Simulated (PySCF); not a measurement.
## Ni¹¹⁺ (nickel, charge +11): r2SCAN calculation

Configuration: [Ne] 3s2 3p5, 2P determinant. Computed with PySCF 2.14 in an uncontracted even-tempered set (17 s from 0.59 bohr⁻², ratio 2.5; 12 p from 0.76 bohr⁻², ratio 2.5; 5 d from 5.6 bohr⁻², ratio 2.7; 4 f from 8.4 bohr⁻², ratio 2.7), with the non-relativistic Hamiltonian (point nucleus).

```json
{"Total energy": "-1459.052 hartree", "One-electron energy": "-1821.815 hartree", "Hartree (Coulomb) energy": "416.042 hartree", "Exchange-correlation energy": "-53.279 hartree", "Kinetic energy": "1458.41135 hartree", "⟨S²⟩": "0.7515", "⟨L²⟩": "2.005", "Sum of ⟨r⟩": "6.556 bohr", "Sum of ⟨r²⟩": "4.054 bohr²", "Traceless quadrupole moment −½Σ⟨3z² − r²⟩ along its main axis": "0.200 e·bohr²", "Density at the nucleus (Gaussians lack the cusp)": "14800 bohr⁻³", "Spin density at the nucleus": "0.434 bohr⁻³"}
```

```json
{"shell": "1s α", "electrons": "1", "mean orbital energy (hartree)": "-310.98476", "spread (hartree)": "0", "rms radius, mean of both spins (bohr)": "0.0635"}
{"shell": "1s β", "electrons": "1", "mean orbital energy (hartree)": "-310.94386", "spread (hartree)": "0", "rms radius, mean of both spins (bohr)": "0.0635"}
{"shell": "2s α", "electrons": "1", "mean orbital energy (hartree)": "-47.32411", "spread (hartree)": "0", "rms radius, mean of both spins (bohr)": "0.268"}
{"shell": "2s β", "electrons": "1", "mean orbital energy (hartree)": "-47.30751", "spread (hartree)": "0", "rms radius, mean of both spins (bohr)": "0.268"}
{"shell": "2p α", "electrons": "3", "mean orbital energy (hartree)": "-42.76966", "spread (hartree)": "0.09369", "rms radius, mean of both spins (bohr)": "0.238"}
{"shell": "2p β", "electrons": "3", "mean orbital energy (hartree)": "-42.73089", "spread (hartree)": "0.01921", "rms radius, mean of both spins (bohr)": "0.238"}
{"shell": "3s α", "electrons": "1", "mean orbital energy (hartree)": "-13.97273", "spread (hartree)": "0", "rms radius, mean of both spins (bohr)": "0.712"}
{"shell": "3s β", "electrons": "1", "mean orbital energy (hartree)": "-13.81036", "spread (hartree)": "0", "rms radius, mean of both spins (bohr)": "0.712"}
{"shell": "3p α", "electrons": "3", "mean orbital energy (hartree)": "-12.48106", "spread (hartree)": "0.17230", "rms radius, mean of both spins (bohr)": "0.714"}
{"shell": "3p β", "electrons": "2", "mean orbital energy (hartree)": "-12.36374", "spread (hartree)": "0", "rms radius, mean of both spins (bohr)": "0.714"}
```
